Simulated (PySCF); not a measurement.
**Pauling's electronegativity from computed bond energies: partners of Cl**

PBE in PySCF with def2-TZVPPD on every atom, for the lowest determinant that a PBE0 search found; no spin–orbit coupling. De of Cl2 is 2.85 eV.

```
 B  De(B₂) (eV)  De(ClB) (eV)
 F         2.28          3.12
 H         4.54          4.63
Cu         2.11          3.77
```

With Δ = De(ClB) − [De(Cl₂) + De(B₂)]/2, give Δ and the electronegativity difference √(Δ/eV).



| B | Δ (eV) | √Δ |
| --- | --- | --- |
| F | 0.56 | 0.74 |
| H | 0.94 | 0.97 |
| Cu | 1.29 | 1.14 |

The rule was made for single bonds and measured bond energies; here it is fed with computed well depths. With the arithmetic mean Δ turns negative when the two homonuclear bonds differ much, as for alkali hydrides.

Closed-shell solutions of metal pairs were not tested for spin polarisation, which can lower them a little.
